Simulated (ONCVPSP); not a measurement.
## Potentials for Ni compared

Generated with ld1.x 7.5 (TM, RRKJ, ultrasoft, PAW), atompaw 4.2 or ONCVPSP 4.0.1. The cutoff is in Ry: for ld1.x and atompaw files where the sum of valence levels is converged to 10 mRy in a Bessel basis, for ONCV files where the hardest occupied wave has 1 mHa per electron of residual kinetic energy. The error is the largest all-electron minus pseudo excitation energy over each file’s own four to seven test configurations (ionisations up to +4, promotions, holes and added fractions of an electron), all of which were solved. The labels leave out finer settings (local radius, basis sizes, second energies), which also bear on the numbers. Spin-polarised tests are not counted. The rows are a selection from randomly drawn settings: files with unsolved tests, undetermined cutoffs or missed reference levels are left out.

A true bound ghost makes a file unfit for plane-wave use even where its test errors are small: the radial tests pick states by their node count and pass the ghost by.

| potential | cutoff (Ry) | largest error (meV) | bound ghosts |
| --- | --- | --- | --- |
| ONCV, LDA (Perdew-Wang 92), scalar-relativistic, rc 1.35/0.95/0.85 (spd), local smoothed, core correction yes, reference 3s2 3p6 3d9 4s1, qcut 11.2/17.8/17.3, projectors 2/2/2 | 236 | +4.2 | none |
| ONCV, PBE, scalar-relativistic, rc 1.10/0.95/1.25 (spd), local smoothed, core correction yes, reference 3s2 3p6 3d8 4s2, qcut 10.2/11.6/14.5, projectors 2/3/2 | 146 | +14 | none |
| ONCV, LDA (Perdew-Wang 92), scalar-relativistic, rc 1.45/1.15/1.00 (spd), local smoothed, core correction yes, reference 3s2 3p6 3d8 4s2, qcut 10.3/14.7/13.9, projectors 3/1/1 | 161 | -17 | none |
| ONCV, PBEsol, scalar-relativistic, rc 0.95/1.25/0.85/1.05 (spdf), local smoothed, core correction yes, reference 3s2 3p6 3d8.5 4s1.5, qcut 14.1/11.2/17.7/9.2, projectors 2/1/1/1 | 254 | -24 | none |
| ONCV, PBE, scalar-relativistic, rc 1.00/1.00/1.35/1.05 (spdf), local smoothed, core correction yes, reference 3s2 3p6 3d8, qcut 10.4/13.1/11.3/11.4, projectors 2/1/1/2 | 105 | +15 | none |
| ONCV, PBEsol, scalar-relativistic, rc 1.30/0.80/1.25 (spd), local smoothed, core correction no, reference 3s2 3p6 3d8 4s2, qcut 9.7/10.5/11.4, projectors 2/2/2 | 108 | +5.0 | none |
| ONCV, PBE, scalar-relativistic, rc 1.20/0.75/1.65 (spd), local smoothed, core correction yes, reference 3s2 3p6 3d8 4s2, qcut 8.2/10.8/11.4, projectors 2/2/2 | 147 | +25 | none |
| ONCV, PBE, scalar-relativistic, rc 1.00/0.80/1.05 (spd), local smoothed, core correction yes, reference 3s2 3p6 3d8 4s1.75, qcut 11.2/12/12.3, projectors 2/3/2 | 155 | +9.7 | none |

(1) Fill in the row for Ni: ONCV, LDA (Perdew-Wang 92), scalar-relativistic, rc 1.95/0.90/1.65 (spd), local smoothed, core correction no, reference 3p6 3d8 4s2, qcut 3.9/12/8.3, projectors 2/2/2.

Answers

(1) cutoff 79 Ry, largest error +174 meV, bound ghosts: s.
